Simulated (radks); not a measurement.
Results of a calculation; reference values are marked as such.
The promethium anion Pm- inside a hard spherical wall (all orbitals vanish at R), configuration held at [Xe] 4f6 6s2 and not refilled when levels cross. Code: a radial shooting solver on a logarithmic mesh with Libxc functionals. Model: scalar-relativistic Kohn-Sham, PBEsol, spin-polarised, spherical densities, finite nucleus; open shells are filled with parallel spins first (spin-orbit coupling, left out, can overturn this in heavy ions); Fermi nuclear charge, rms radius 4.962 fm. Eigenvalues in eV for spin up, with the zero of energy where the potential of the charges vanishes at infinity; a dash marks a level that is unbound or too diffuse for the functional's potential to be trusted. A positive occupied level is held by the wall or, in an anion where self-interaction has pushed it up, behind a barrier. The pressure on the wall is -dE/dV.

R (bohr),E (hartree),kinetic (hartree),e(5s),e(5p),e(6s),"e(6p, empty)","e(5d, empty)",e(4f),pressure (GPa)
10,-10016.4486,10681.576,-34.390,-15.419,1.357,-,-,5.762,0.382
7,-10016.3237,10681.923,-31.206,-12.379,4.060,7.227,6.602,9.044,4.38
5,-10015.8783,10683.263,-26.536,-8.037,11.242,17.422,11.812,14.122,45.2
3.5,-10013.8307,10690.303,-16.444,1.844,36.499,49.601,25.415,26.159,620
3,-10011.3364,10698.746,-8.154,10.816,61.905,79.425,37.753,36.307,1920
2,-9988.4339,10768.216,46.353,74.161,235.76,269.52,120.32,90.423,33100
